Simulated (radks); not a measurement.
The numbers below are computed, except where a source is named.
Lu31+, configuration [Kr] 4d4. Code: a radial shooting solver on a logarithmic mesh with Libxc functionals. Model: scalar-relativistic Kohn-Sham, PBE, spin-unpolarised, spherical densities, point nucleus.

Radial electron density D(r) = 4 pi r^2 rho(r):

r (bohr),D(r) (e/bohr)
0.002688,27.39
0.00303,32.01
0.003417,37.19
0.003852,42.90
0.004343,49.09
0.004936,56.14
0.005566,63.02
0.006275,69.95
0.007075,76.69
0.007978,82.94
0.008995,88.36
0.01014,92.61
0.01153,95.53
0.013,96.56
0.01465,95.93
0.01652,93.91
0.01863,91.01
0.021,88.05
0.02387,85.98
0.02691,86.17
0.03035,89.23
0.03421,95.42
0.03858,104.2
0.04349,114.1
0.04943,123.5
0.05574,128.6
0.06284,128.5
0.07085,122.8
0.07989,113.4
0.09007,103.6
0.1024,97.18
0.1154,97.58
0.1301,103.6
0.1467,111.3
0.1654,114.6
0.1865,108.9
0.2103,93.64
0.239,71.68
0.2695,53.21
0.3039,42.31
0.3426,39.50
0.3863,40.53
0.4356,39.80
0.495,33.72
0.5582,24.19
0.6293,14.35
0.7096,6.950
0.8,2.710
0.902,0.8343
1.025,0.1779
1.156,0.03098
1.303,0.003914
1.469,0.0003466

D(r) has 4 maxima, at r = 0.0132, 0.0589, 0.164, 0.402 bohr, and minima at 0.0252, 0.108, 0.343 bohr, inside which lie 1.92, 11.09, 29.39 electrons.
